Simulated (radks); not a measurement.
Polarisability of the rubidium ion Rb+, [Kr], at imaginary frequency. Method: scalar-relativistic Kohn-Sham, LDA (Slater exchange, VWN5 correlation), spin-polarised, spherical densities, finite nucleus; Fermi nuclear charge, rms radius 4.2036 fm; computed with a radial shooting solver on a logarithmic mesh with Libxc functionals. Response by self-consistent Sternheimer equations with the Hartree and adiabatic LDA kernel, the relativistic mass of each level held fixed and spin-orbit coupling left out.

| w (hartree) | alpha1(iw) (bohr^3) | alpha2(iw) (bohr^5) |
|---|---|---|
| 0.00266 | 9.458 | 38.40 |
| 0.0143 | 9.455 | 38.39 |
| 0.0360 | 9.439 | 38.35 |
| 0.0697 | 9.386 | 38.19 |
| 0.118 | 9.254 | 37.81 |
| 0.186 | 8.971 | 36.99 |
| 0.280 | 8.430 | 35.36 |
| 0.413 | 7.509 | 32.48 |
| 0.605 | 6.152 | 27.92 |
| 0.892 | 4.479 | 21.68 |
| 1.35 | 2.814 | 14.57 |
| 2.12 | 1.499 | 8.045 |
| 3.59 | 0.6756 | 3.446 |
| 6.94 | 0.2528 | 1.054 |
| 17.5 | 0.06213 | 0.1854 |

Static values: alpha1 = 9.458 bohr^3 (1.402 angstrom^3; uncoupled 14.83), alpha2 = 38.40 bohr^5, alpha3 = 334.8 bohr^7. C6 = 57.56, C8 = 1277, triple-dipole C9 = 396.3 atomic units. One-pole (London) frequency 4 C6 / (3 alpha1^2) = 0.858 hartree, against 0.801 for minus the highest occupied eigenvalue.
